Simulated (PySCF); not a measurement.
## Cl(2+) (chlorine, charge +2) across methods

[Ne] 3s1 3p4, high-spin 4P determinant (an excited configuration). Computed with PySCF 2.14 in aug-cc-pV(Q+d)Z with one added diffuse shell each of s, p, d, f, g type (8s7p6d4f3g, 114 functions), with no relativity, point nucleus.

| method | E (hartree) | mean ε 3s α (eV) | mean ε 3p α (eV) | mean ε 3p β (eV) | Σ⟨r²⟩ (bohr²) | ⟨S²⟩ |
| --- | --- | --- | --- | --- | --- | --- |
| PBE0 | -458.1930 | -50.005 | -35.561 | -31.463 | 15.83 | 3.752 |
| PBE | -458.1591 | -46.920 | -33.672 | -30.265 | 15.83 | 3.752 |
| LDA | -456.8341 | -46.728 | -33.630 | -30.220 | 15.87 | 3.751 |
| UHF | -457.75518 | -58.466 | -40.470 | -33.559 | 16.01 | 3.755 |
| r2SCAN | -458.3281 | -48.362 | -34.373 | -30.306 | 15.83 | 3.753 |
| M06-L | -458.3393 | -48.230 | -34.158 | -30.221 | 15.73 | 3.753 |
| B3LYP | -458.3523 | -49.216 | -35.041 | -31.391 | 15.85 | 3.752 |

Question: Estimate the same row for r2SCANh.

Answer: E (hartree) = -458.3255; mean ε 3s α (eV) = -49.408; mean ε 3p α (eV) = -35.039; mean ε 3p β (eV) = -30.768; Σ⟨r²⟩ (bohr²) = 15.84; ⟨S²⟩ = 3.753.
